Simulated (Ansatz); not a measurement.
Input file for Ansatz (a first-principles code): U-r2SCAN/def2-TZVPPD on KF, a point of a bond scan (R = 2.972 Å). Files ending in .json are basis or fitting sets from the Basis Set Exchange.

Ansatz 0.2 input:
```yaml
crystal:
  periodic: [false, false, false]
  atoms:
    - {symbol: K, position_ang: [-0.00000000, -0.00000000, -0.70772998]}
    - {symbol: F, position_ang: [0.00000000, 0.00000000, 2.26473593]}
basis:
  gaussian:
    orbitals: def2-TZVPPD.json
hamiltonian:
  xc: {name: r2SCAN}
magnetization: {spin_polarized: true, initial_magnetization: 0}
```

It printed:

```
WARN ansatz: RAYON_NUM_THREADS=1 ignored (pool sized by the plan → 1); use --threads N
Functional definition: r2SCAN
integrals: 0.02 GiB planned
527 factors; their error is unknown
mean field: 0.23 GiB planned
mean field evaluation 1: about -19036.2435 eV, gradient 3.8e1 eV
mean field evaluation 2: about -18718.8179 eV, gradient 1.1e2 eV
mean field evaluation 4: about -19039.5414 eV, gradient 2.0e1 eV
mean field evaluation 8: about -19041.1523 eV, gradient 1.1e-1 eV
mean field evaluation 16: about -19041.1362 eV, gradient 2.0e-5 eV
mean field -19041.13623097 eV, -699.7488499425 hartree, gradient 2.0e-5 eV, S^2 0.000000; 0 other end points of the search recorded, 0 dependent functions left out
reference -19041.13625258 eV, -699.7488507367 hartree; 14, 14 occupied and 62, 62 virtual orbitals, 527 factors
Total energy: -19041.13625258 eV, -699.7488507367 hartree
```

The run converged.

Cost: very roughly 3.0 core-seconds.
